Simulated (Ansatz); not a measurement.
Total energies of CH$_{6}$BClGeSi.

Z-matrix (Å, degrees):
```
Ge
B 1 2.186
C 1 2.043 2 91.1
Si 1 2.484 2 48.8 3 21.8
H 1 1.530 2 110.0 3 -110.0
H 1 1.534 2 121.9 3 113.2
H 2 1.194 1 124.7 3 -134.7
H 2 1.204 1 99.4 3 89.6
H 3 1.086 1 119.3 2 140.2
H 3 1.090 1 107.7 2 -90.9
Cl 4 2.050 1 117.3 2 114.4
```

Total charge 0; spin multiplicity 1. Correlated methods include outer-core shells of Ge, which these sets cover unevenly. Scalar relativity is left out up to krypton. The bonds changed during the relaxation, so this is another structure than the one it started from. All single points use the PBE0-D4/def2-TZVP geometry. Basis def2-TZVPP, the Gaussian-basis code of Ansatz.

RPA on PBE orbitals: Hartree–Fock energy of these orbitals -2889.80446 Eh, correlation -1.43099 Eh (frozen core).

```tsv
functional	energy without D4 (Eh)	D4 term (kJ/mol)
LDA (SPW92)	-2886.84586	–
PBE	-2892.56984	-31.5
revPBE	-2892.99889	-82.3
BLYP	-2893.32166	-67.5
r2SCAN	-2893.21736	-7.3
B97M-V	-2892.76097	–
PBE0	-2892.70199	-26.9
B3LYP	-2893.40517	-51.4
r2SCANh	-2893.20369	-8.0
HSE06 (plane-wave form)	-2892.68376	-25.4
LC-ωPBE	-2892.77715	–
ωB97X-V	-2892.99655	–
ωB97M-V	-2893.11808	–
PBE-QIDH	-2892.19378	–
```

Task: Give the same for r2SCAN0, BHLYP, CAM-B3LYP, B2PLYP. (Estimate.)

Result: Computed: 
| functional | energy without D4 (Eh) | D4 term (kJ/mol) |
| --- | --- | --- |
| r2SCAN0 | -2893.18478 | -8.9 |
| BHLYP | -2893.25004 | -43.9 |
| CAM-B3LYP | -2893.40690 | -27.8 |
| B2PLYP | -2892.63024 | – |

B3LYP takes the VWN-RPA correlation (the form of Gaussian; ORCA's B3LYP/G). HSE06 is the plane-wave form, built on full-range PBE exchange. The double hybrids freeze the cores in their second-order part.

LC-ωPBE has ω = 0.4 bohr⁻¹.
